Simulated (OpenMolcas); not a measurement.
A calculation on Pt2+.

| Quantity | Value |
| --- | --- |
| Program | OpenMolcas 26.06 |
| Method | MS-RASPT2, IPEA 0.25 Eh, imaginary shift 0.1 Eh (closed shells correlated: 5s 5p) |
| Basis | ANO-RCC-VTZP [8s7p5d3f1g] |
| Scalar Hamiltonian | DKH2, point nucleus |
| Active space | 8 electrons in 9 orbitals (RAS2 5d 6s; RAS3 6p, at most 2 electrons) |
| State averaging | 2S+1 = 3 even, 90 roots; 2S+1 = 5 even, 15 roots kept (CI in the orbitals of an earlier block); 2S+1 = 1 even, 90 roots kept (CI in the orbitals of an earlier block, 68 in the spin-orbit step); 2S+1 = 3 odd, 87 roots (21 in the spin-orbit step); 2S+1 = 7 odd, 5 roots kept (CI in the orbitals of an earlier block, 0 in the spin-orbit step); 2S+1 = 5 odd, 30 roots kept (CI in the orbitals of an earlier block, 22 in the spin-orbit step); 2S+1 = 1 odd, 61 roots kept (CI in the orbitals of an earlier block, 0 in the spin-orbit step) |
| Spin-orbit coupling | state interaction with AMFI integrals over the reference wave functions, term energies averaged over their components |

Which level of the active space comes out lowest?

5d8 3F4, with 95 % of that term; it is also the measured ground level.

How high does 5d7 6s 5F3 lie?

30460 cm-1 above the lowest level.

How high does 5d8 3P1 lie?

17140 cm-1 above the lowest level; measured 16782 cm-1 above the ground level, so the calculation is off by +2 %.

How high does 5d8 3F3 lie?

10520 cm-1 above the lowest level; measured 9752 cm-1 above the ground level, so the calculation is off by +8 %.

The level at 5190 cm-1 has J = 2. What is it made of, and what is its g factor?

45 % 5d8 1D2, 39 % 5d8 3P, 16 % 5d8 3F; g = 1.145, against 1.000 from Landé's formula for the pure leading term.

Measured values: NIST levels as listed in McCann et al., Mon. Not. R. Astron. Soc. 538, 537 (2025).

CASPT2 breaks the degeneracy within a term, and the mean is taken; among the terms shown or strongly mixed into the levels shown the widest spread is 1100 cm-1 (5d7 6s 5F). Blocks of more than 70 roots (2S+1 = 3 even) ran without multistate coupling. Some high roots are left out of the spin-orbit mixing, which shifts the levels that they would mix with. Terms from blocks run as CI alone lack orbitals of their own. A single d shell beside an s shell can misplace configurations of different d count against each other. Computed and measured levels are paired by configuration, term and J; levels that our copy of the source lacks, or whose pairing is in doubt (as where it misses far off the trend of its configuration), stay unpaired and out of the deviations. Only configurations of the active space appear.
